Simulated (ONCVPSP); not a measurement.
Mn: one change to an ONCV potential, before and after

* Element: manganese (Mn)
* Generator: ONCVPSP 4.0.1
* Type: optimised norm-conserving Vanderbilt (ONCV)
* Functional: LDA (Perdew-Wang 92)
* Relativity: scalar-relativistic
* Frozen core: [Ne]
* Valence charge: 15
* Reference configuration: 3s2 3p6 3d5 4s1.75 (charge +0.25)
* Partial waves: 3s+4s: rc 1.30 bohr, ncon 4, nbas 7, qcut 9.9 1/bohr, 2 projectors; 3p: rc 1.40 bohr, ncon 5, nbas 9, qcut 11.4 1/bohr, 2 projectors, debl 0.8 Ha; 3d: rc 1.65 bohr, ncon 3, nbas 7, qcut 9.7 1/bohr, 2 projectors, debl 2.4 Ha
* Local potential: polynomial inside 0.80 bohr (lpopt 5, dvloc0 2 Ha)
* Core correction: Teter function fitted to the true core (icmod 2), fcfact 0.6

In the p channel the program set the typed energies aside and used -2.073, 0.250 Ha.

All-electron outer shells of the reference configuration (LDA (PZ), scalar-relativistic, ld1.x):

```json
{"shell": "2p", "level (eV)": "-631.68", "outermost node (bohr)": "–", "outermost maximum (bohr)": "0.19"}
{"shell": "3s", "level (eV)": "-87.33", "outermost node (bohr)": "0.34", "outermost maximum (bohr)": "0.74"}
{"shell": "3p", "level (eV)": "-56.42", "outermost node (bohr)": "0.31", "outermost maximum (bohr)": "0.75"}
{"shell": "3d", "level (eV)": "-8.92", "outermost node (bohr)": "–", "outermost maximum (bohr)": "0.75"}
{"shell": "4s", "level (eV)": "-6.92", "outermost node (bohr)": "1.05", "outermost maximum (bohr)": "2.44"}
```

Change: d: qcut 9.8.

Cutoffs: the cutoffs (Ha) at which the residual kinetic energy of the hardest occupied pseudo-wave falls to 1 and 0.1 mHa per electron; they do not see the model core or the augmentation charge, which bear on the density cutoff. Errors are all-electron minus pseudo energies relative to the spin-unpolarised reference configuration.

**Question.** What does the change do?

**Answer.** The potential gets neither clearly harder nor softer (35 Ha and 40 Ha → 36 Ha and 40 Ha); the errors of the 4 common tests hardly move; neither file shows a bound ghost.

| quantity | base | changed |
| --- | --- | --- |
| cutoff, loose | 35 Ha | 36 Ha |
| cutoff, tight | 40 Ha | 40 Ha |
| loose cutoff by channel | s 33 Ha, p 30 Ha, d 35 Ha | s 33 Ha, p 30 Ha, d 36 Ha |
| bound ghosts | none | none |
| GHOST(+) flags under 300 eV | none | none |
| error for 3s2 3p6 3d5 4s2, meV [ΔE -1.52 eV] | +0.2 | +0.2 |
| error for 3s2 3p6 3d5 4s1, meV [ΔE 7.12 eV] | +0.3 | +0.2 |
| error for 3s2 3p6 3d5 4s0, meV [ΔE 22.99 eV] | +3.8 | +3.7 |
| error for 3s2 3p5 3d5 4s2, meV [ΔE 60.38 eV] | -132 | -128 |
| s: phases at 1.32 bohr within 0.05 rad from the reference energy up to (Ha; the scan ends near 5) | to the end of the scan | to the end of the scan |
| p: phases at 1.42 bohr within 0.05 rad from the reference energy up to (Ha; the scan ends near 5) | to the end of the scan | to the end of the scan |
| d: phases at 1.68 bohr within 0.05 rad from the reference energy up to (Ha; the scan ends near 5) | to the end of the scan | to the end of the scan |
| rms error of d²Exc/dni dnj with the model core, mHa | 0.81 | 0.82 |
